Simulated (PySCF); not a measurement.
**The third ionisation energy along the halogens**

Calculated with PySCF 2.14 from differences of total energies of unrestricted determinants, without spin-orbit coupling. Values in eV. The last column holds reference values (NIST; (s) semi-empirical, (t) theoretical, else measured). Unmarked ones compare directly (S terms, centres of terms, or small fine structure); those marked * lie between the lowest fine-structure levels and include a spin-orbit shift.

| element | configurations | UHF | MP2 (valence) | SCS-MP2 (valence) | CCSD (valence) | CCSD(T) (valence) | reference |
| --- | --- | --- | --- | --- | --- | --- | --- |
| F (def2-TZVP, non-relativistic) | [He] 2s2 2p3 → [He] 2s2 2p2 | 62.258 | 62.824 | 62.571 | 62.603 | 62.604 | 62.708 (s) * |
| Cl (def2-TZVP, non-relativistic) | [Ne] 3s2 3p3 → [Ne] 3s2 3p2 | 38.956 | 39.584 | 39.390 | 39.516 | 39.550 | 39.8 ± 0.11 (s) * |
| Br (def2-TZVP, non-relativistic) | [Ar] 3d10 4s2 4p3 → [Ar] 3d10 4s2 4p2 | 34.592 | 35.115 | 34.960 | 35.073 | 35.100 | 34.871 ± 0.019 * |
| I (def2-TZVP with the def2 core potential (28 electrons), ECP) | [Kr] 4d10 5s2 5p3 → [Kr] 4d10 5s2 5p2 | 29.891 | 30.322 | 30.194 | 30.306 | 30.328 | 29.57 ± 0.025 * |

"Valence" correlates the outer s and p shells and, in groups 3 to 12 and the f block, the outer d or f shell, open or full, or the next shell where the ion has no valence electron left; the wider scheme adds the next inner shell.
